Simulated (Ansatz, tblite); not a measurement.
Isomers of Ag$_{3}$H$_{4}$⁻ (singlet), found by a short tight-binding search and relaxed with r2SCAN-D4/def2-TZVPD in Ansatz.

In the def2 sets Ag takes a core potential; there is no spin–orbit coupling. The xTB rows come from tblite. B3LYP takes the VWN-RPA correlation. HSE06 is defined as in plane-wave codes, on full-range PBE exchange. Correlated methods freeze no core orbitals; core or outer-core shells of Ag are correlated, in sets that lack core-valence functions.

Other spin states weren't relaxed.

A:

```
atom   x (Å)   y (Å)   z (Å)
 Ag1   0.827   1.034   0.991
 Ag2  -1.028  -1.116   0.658
 Ag3   0.424  -0.119  -1.594
  H4   0.638  -0.574   0.157
  H5   0.394   0.156  -3.211
  H6  -2.433  -1.785   1.175
  H7   1.179   2.403   1.824
```

B:

```xyz
7

Ag   -1.952   -1.367    0.747
Ag   -0.533    0.550   -0.753
Ag    2.206    1.103   -0.386
H     0.776    1.508   -1.335
H    -2.090   -0.152   -0.524
H    -2.070   -2.537    1.901
H     3.664    0.896    0.352
```

C:

```xyz
7

Ag    2.455   -0.231    1.312
Ag   -2.432    0.260   -1.349
Ag   -0.048   -0.061    0.076
H    -1.475    0.906   -0.006
H    -3.467   -0.190   -2.549
H     3.605    0.368    2.329
H     1.362   -1.052    0.187
```

Task: Estimate which lies lowest at each level, and how far above it the others are (kcal/mol).

Result: 
```json
{"level": "GFN1-xTB", "A": "1.1", "B": "0.5", "C": "0.0"}
{"level": "GFN2-xTB", "A": "5.0", "B": "0.3", "C": "0.0"}
{"level": "HF/def2-TZVPD", "A": "12.3", "B": "1.0", "C": "0.0"}
{"level": "PBE-D4/def2-TZVPD", "A": "6.7", "B": "0.9", "C": "0.0"}
{"level": "r2SCAN-D4/def2-TZVPD", "A": "6.1", "B": "1.1", "C": "0.0"}
{"level": "B3LYP-D4/def2-TZVPD", "A": "7.8", "B": "0.8", "C": "0.0"}
{"level": "PBE0-D4/def2-TZVPD", "A": "8.2", "B": "1.0", "C": "0.0"}
{"level": "HSE06-D4/def2-TZVPD", "A": "8.2", "B": "1.0", "C": "0.0"}
{"level": "MP2/def2-TZVPD", "A": "8.5", "B": "0.7", "C": "0.0"}
{"level": "CCSD/def2-TZVPD", "A": "8.7", "B": "0.9", "C": "0.0"}
{"level": "CCSD(T)/def2-TZVPD", "A": "7.9", "B": "0.9", "C": "0.0"}
```
Point groups (tolerance 0.1 Å): A C3v, B not assigned, C not assigned. B and C have the same bonds, so they are conformers or stereoisomers. Lower isomers may exist.
